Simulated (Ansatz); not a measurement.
Reaction (atomization): `[CH3][Ga]([OH])[GeH3]` → C• + Ga• + Ge• + 7 H• + O•

Program: Ansatz. Geometries: PBE0-D4/def2-TZVP. ΔE: electronic, gas phase. CBS: MP2 limit from def2 TZ/QZ plus the TZ coupled-cluster correction, frozen cores. This one scheme is used for every species, atoms too. For atomizations the MP2-based limit and the directly extrapolated one differ by several kJ/mol either way, and by 10 to 25 for some Ge, Se and Sn compounds, so smaller differences from it don't rank the levels. Functionals use def2-TZVPP. Open shells (•) are unrestricted, without spin–orbit coupling. Spin–orbit coupling would lower the free atoms: a little for C, O; clearly for Ga, Ge. Bonds to Ga, Ge are less sure, by a few kJ/mol each and by 10 to 20 or more in all where they break to atoms, as the def2 sets lack core-valence functions. Scalar relativity is left out up to krypton. One conformer a species, not always the lowest.

`[CH3][Ga]([OH])[GeH3]`:

Cartesian coordinates in Å:
```
C 1.646 1.063 0.147
Ga -0.138 0.329 -0.249
O -1.258 1.346 -1.220
Ge -1.158 -1.784 0.404
H 2.333 0.292 0.496
H 2.071 1.539 -0.740
H 1.562 1.825 0.927
H -0.894 2.194 -1.481
H -0.119 -2.921 0.453
H -1.763 -1.674 1.817
H -2.282 -2.209 -0.555
```

**Question.** What is ΔE at CCSD(T)/CBS? (Estimate.)

**Answer.** Ansatz gave: +36.21 eV.

**Question.** What do these levels give: revPBE-D4, r2SCANh-D4, ωB97M-V, PBE-QIDH, CAM-B3LYP, CCSD/def2-TZVPP? (Best estimate.)

**Answer.** Ansatz gave: revPBE-D4 35.20, r2SCANh-D4 35.87, ωB97M-V 35.79, PBE-QIDH 35.70, CAM-B3LYP 35.77, CCSD/def2-TZVPP 35.04 eV.

Largest T1 diagnostic among the species: 0.013.

From PBE to PBE0 (25 % exact exchange), in def2-TZVPP and without D4, ΔE moves by −0.40 eV: exact exchange takes away binding that semilocal exchange gives to molecules. Leaving LDA and LC-ωPBE aside and taking each functional with its dispersion term where it has one, the values, not all of them listed here, spread over 1.18 eV, from BHLYP-D4 to ωB97X-V. LDA lies +4.93 eV from PBE without D4, its usual overbinding. In def2-TZVPP, CCSD(T) changes the Hartree–Fock value by +9.41 eV (the triples alone add +0.46 eV) and MP2 by +9.59 eV; breaking electron pairs costs correlation energy, which Hartree–Fock lacks.
